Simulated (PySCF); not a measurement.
ClLi, charge -1, doublet, geometry from GFN2-xTB (such geometries of metal compounds can be far from the true shape) (a state made from the parent by changing its charge; the spin is typed, not shown lowest) (in this run its highest filled SCF level lies above zero, so its values depend strongly on the basis, on diffuse functions most of all); B3LYP/def2-SVP (PySCF).

Input for PySCF:
```python
from pyscf import gto, scf, dft

mol = gto.Mole()
mol.atom = '''
    Li   -0.00000000   -0.00000000   -2.03637724
    Cl    0.00000000    0.00000000    0.35936069
'''
mol.basis = 'def2-svp'
mol.charge = -1
mol.spin = 1
mol.verbose = 4
mol.build()

mf = dft.UKS(mol)
mf.xc = 'b3lyp'
mf.kernel()
mf.analyze()
```

It wrote (shortened):

```
PySCF version 2.14.0

[INPUT] verbose = 4
[INPUT] num. atoms = 2
[INPUT] num. electrons = 21
[INPUT] charge = -1
[INPUT] spin (= nelec alpha-beta = 2S) = 1
[INPUT] symmetry False subgroup None
[INPUT] Mole.unit = angstrom
[INPUT] Symbol           X                Y                Z      unit          X                Y                Z       unit  Magmom
[INPUT]  1 Li     0.000000000000   0.000000000000  -2.036377240000 AA    0.000000000000   0.000000000000  -3.848195269898 Bohr   0.0
[INPUT]  2 Cl     0.000000000000   0.000000000000   0.359360690000 AA    0.000000000000   0.000000000000   0.679093284035 Bohr   0.0

nuclear repulsion = 11.2650208601573
number of shells = 13
number of NR pGTOs = 52
number of NR cGTOs = 27
basis = def2-svp
ecp = {}

******** <class 'pyscf.dft.uks.UKS'> ********
method = UKS
initial guess = minao
damping factor = 0
level_shift factor = 0
DIIS = <class 'pyscf.scf.diis.CDIIS'>
diis_start_cycle = 1
diis_space = 8
diis_damp = 0
SCF conv_tol = 1e-09
SCF conv_tol_grad = None
SCF max_cycles = 50
direct_scf = True
direct_scf_tol = 1e-13
number electrons alpha = 11  beta = 10
XC library pyscf.dft.libxc version 7.1.2
    S. Lehtola, C. Steigemann, M. J. T. Oliveira, and M. A. L. Marques,  SoftwareX 7, 1–5 (2018)
XC functionals = b3lyp
    P. J. Stephens, F. J. Devlin, C. F. Chabalowski, and M. J. Frisch,  J. Phys. Chem. 98, 11623 (1994)
radial grids:
    Treutler-Ahlrichs [JCP 102, 346 (1995); DOI:10.1063/1.469408] (M4) radial grids

becke partition: Becke, JCP 88, 2547 (1988); DOI:10.1063/1.454033
pruning grids: <function nwchem_prune>
grids dens level: 3
symmetrized grids: False
atomic radii adjust function: <function treutler_atomic_radii_adjust>
small_rho_cutoff = 0
Set gradient conv threshold to 3.16228e-05
tot grids = 32608
init E= -467.481711944108

cycle= 1 E= -467.613923185995  delta_E= -0.132  |g|= 0.267  |ddm|= 0.691
cycle= 2 E= -467.597954106853  delta_E= 0.016  |g|= 0.332  |ddm|= 1.07
cycle= 3 E= -467.666739598104  delta_E= -0.0688  |g|= 0.0233  |ddm|= 0.551
cycle= 4 E= -467.667214085614  delta_E= -0.000474  |g|= 0.00821  |ddm|= 0.056
cycle= 5 E= -467.66726761238  delta_E= -5.35e-05  |g|= 0.000851  |ddm|= 0.0242
cycle= 6 E= -467.667269203076  delta_E= -1.59e-06  |g|= 0.000273  |ddm|= 0.00763
cycle= 7 E= -467.667269284505  delta_E= -8.14e-08  |g|= 2.03e-05  |ddm|= 0.000872
cycle= 8 E= -467.667269285477  delta_E= -9.72e-10  |g|= 4.52e-06  |ddm|= 8.84e-05
Extra cycle  E= -467.667269285486  delta_E= -8.98e-12  |g|= 4.45e-06  |ddm|= 1.71e-05
converged SCF energy = -467.667269285486  <S^2> = 0.75023788  2S+1 = 2.0002379
**** SCF Summaries ****
Total Energy =                        -467.667269285486327
Nuclear Repulsion Energy =              11.265020860157271
One-electron Energy =                 -673.150021511664363
Two-electron Energy =                  194.217731366020729
Two-electron Coulomb Energy =          224.566867848626515
DFT Exchange-Correlation Energy =      -30.349136482605783
**** MO energy ****
                             alpha | beta                alpha | beta
MO #1   energy= -101.213173549871  | -101.213082638117  occ= 1 | 1
MO #2   energy= -9.16484008033943  | -9.16472766641271  occ= 1 | 1
MO #3   energy= -6.92905882352478  | -6.92877002957326  occ= 1 | 1
MO #4   energy= -6.92687234090687  | -6.92685838551931  occ= 1 | 1
MO #5   energy= -6.92687234090685  | -6.92685838551928  occ= 1 | 1
MO #6   energy= -1.82023011451071  | -1.81607782746214  occ= 1 | 1
MO #7   energy= -0.513688428665761 | -0.513220155785283 occ= 1 | 1
MO #8   energy= -0.0789824733040092 | -0.078080259909348 occ= 1 | 1
MO #9   energy= -0.0567076257992879 | -0.0566071289016127 occ= 1 | 1
MO #10  energy= -0.0567076257992839 | -0.0566071289016069 occ= 1 | 1
MO #11  energy= 0.0390876958127013 | 0.0985477257409688 occ= 1 | 0
MO #12  energy= 0.160845350599867  | 0.191938252350865  occ= 0 | 0
MO #13  energy= 0.185343482896378  | 0.202807607370242  occ= 0 | 0
MO #14  energy= 0.18534348289638   | 0.202807607370244  occ= 0 | 0
MO #15  energy= 0.280259024740411  | 0.291457028695902  occ= 0 | 0
MO #16  energy= 0.671098283100283  | 0.678712992678257  occ= 0 | 0
MO #17  energy= 0.699826802563884  | 0.699786627296856  occ= 0 | 0
MO #18  energy= 0.699826802563888  | 0.69978662729686   occ= 0 | 0
MO #19  energy= 0.792497966020276  | 0.794609256201706  occ= 0 | 0

To work with the spin densities directly, `use mulliken_meta_spin()` only printing them here.

 ** Mulliken spin pop alpha/beta on meta-lowdin orthogonal AOs **
 ** Mulliken Spin Density (per AO)  **
spin_pop of  0 Li 1s        0.00029
spin_pop of  0 Li 2s        0.78055
spin_pop of  0 Li 3s        0.07206
spin_pop of  0 Li 2px       0.00213
spin_pop of  0 Li 2py       0.00213
spin_pop of  0 Li 2pz       0.08792
spin_pop of  0 Li 3px       0.00003
spin_pop of  0 Li 3py       0.00003
spin_pop of  0 Li 3pz       0.00470
spin_pop of  1 Cl 1s        0.00000
spin_pop of  1 Cl 2s        0.00000
spin_pop of  1 Cl 3s        0.01761
spin_pop of  1 Cl 4s        0.00934
spin_pop of  1 Cl 2px      -0.00000
spin_pop of  1 Cl 2py      -0.00000
spin_pop of  1 Cl 2pz       0.00000
spin_pop of  1 Cl 3px      -0.00220
spin_pop of  1 Cl 3py      -0.00220
spin_pop of  1 Cl 3pz       0.02335
spin_pop of  1 Cl 4px       0.00002
spin_pop of  1 Cl 4py       0.00002
spin_pop of  1 Cl 4pz       0.00395
spin_pop of  1 Cl 3dxy     -0.00000
spin_pop of  1 Cl 3dyz      0.00002
spin_pop of  1 Cl 3dz^2     0.00024
spin_pop of  1 Cl 3dxz      0.00002
spin_pop of  1 Cl 3dx2-y2   -0.00000
 ** Mulliken Spin Density (per atom)  **
spin density of  0 Li =      0.94984
spin density of  1 Cl =      0.05016
 ** Mulliken pop alpha/beta on meta-lowdin orthogonal AOs **
 ** Mulliken pop       alpha | beta **
pop of  0 Li 1s        0.99987 | 0.99958
pop of  0 Li 2s        0.84978 | 0.06923
pop of  0 Li 3s        0.07614 | 0.00408
pop of  0 Li 2px       0.01431 | 0.01218
pop of  0 Li 2py       0.01431 | 0.01218
pop of  0 Li 2pz       0.09480 | 0.00688
pop of  0 Li 3px       0.00070 | 0.00066
pop of  0 Li 3py       0.00070 | 0.00066
pop of  0 Li 3pz       0.00791 | 0.00320
pop of  1 Cl 1s        1.00000 | 1.00000
pop of  1 Cl 2s        0.99992 | 0.99992
pop of  1 Cl 3s        0.99297 | 0.97536
pop of  1 Cl 4s        0.00988 | 0.00054
pop of  1 Cl 2px       0.99997 | 0.99997
pop of  1 Cl 2py       0.99997 | 0.99997
pop of  1 Cl 2pz       0.99996 | 0.99996
pop of  1 Cl 3px       0.98425 | 0.98645
pop of  1 Cl 3py       0.98425 | 0.98645
pop of  1 Cl 3pz       0.96332 | 0.93997
pop of  1 Cl 4px       0.00066 | 0.00064
pop of  1 Cl 4py       0.00066 | 0.00064
pop of  1 Cl 4pz       0.00484 | 0.00090
pop of  1 Cl 3dxy      0.00000 | 0.00000
pop of  1 Cl 3dyz      0.00011 | 0.00009
pop of  1 Cl 3dz^2     0.00062 | 0.00037
pop of  1 Cl 3dxz      0.00011 | 0.00009
pop of  1 Cl 3dx2-y2    0.00000 | 0.00000
In total            11.00000 | 10.00000
 ** Mulliken atomic charges   ( Nelec_alpha | Nelec_beta ) **
charge of  0Li =     -0.16717  (     2.05851      1.10867 )
charge of  1Cl =     -0.83283  (     8.94149      8.89133 )

WARN: System has nonzero charge -1; the dipole moment is origin-dependent.
Location of origin: [0. 0. 0.]

Dipole moment(X, Y, Z, Debye):  0.00000, -0.00000,  4.68283
```
